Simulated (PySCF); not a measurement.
Computed shifts of a molecule C₃H₈Se, B3LYP/pcSseg-1 (PySCF), GIAO, gas phase, atoms alike by connectivity averaged where their shifts nearly agree, in ppm (number of nuclei): ¹H: 3.64 (1), 2.21 (1), 1.72 (3), 1.57 (3). ¹³C: 41.6 (1), 34.9 (1), 27.0 (1). References: ⁷⁷Se against Me2Se (σ = 1647.9 ppm); ¹H against TMS (σ = 31.68 ppm); ¹³C against TMS (σ = 181.3 ppm), references at their B3LYP-D3(BJ)/def2-TZVP geometries, non-relativistic. Geometry optimised at r2SCAN-D4/def2-SVP. One conformer was computed; it need not be the lowest.

Which structure fits?
A) CC(C)[SeH]
B) CC[Se]C
C) CCC[SeH]

A, CC(C)[SeH]
